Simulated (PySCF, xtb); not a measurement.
Complex: N2 (SMILES N#N) (first 2 atoms) with CH3F (SMILES CF); geometry from B3LYP-D3(BJ)/def2-TZVP, rigid monomers moved along the line of their centres of mass till N1···F4 is 2.83 Å.
(charge 0, multiplicity 1):
```xyz
7

N     -0.432     0.021    -0.045
N      0.500     0.053    -0.611
C     -0.410    -0.520     3.123
F      0.808    -0.493     2.450
H     -1.209    -0.335     2.405
H     -0.534    -1.501     3.583
H     -0.403     0.257     3.888
```

Interaction energies are E(AB) − E(A) − E(B) at the monomers' geometry in the complex; basis-set methods are counterpoise corrected. Rows marked so take none.

Rows in 3-21G, 6-31G* carry no dispersion term and start afresh at each structure (6-31G* with six Cartesian d functions).

Run with PySCF for 3-21G rows, 6-31G* rows; xtb for the GFN methods. Each number belongs to the level named beside it.

Problem. One of these levels gives -0.22 kcal/mol for the interaction energy. Name it.
(A) HF/6-31G* (no counterpoise)
(B) HF/3-21G (no counterpoise)
(C) B3LYP/3-21G (no counterpoise)
(D) GFN-FF

Solution. D, GFN-FF. The others give -1.06 (HF/3-21G (no counterpoise)), 0.24 (HF/6-31G* (no counterpoise)), -2.04 (B3LYP/3-21G (no counterpoise))
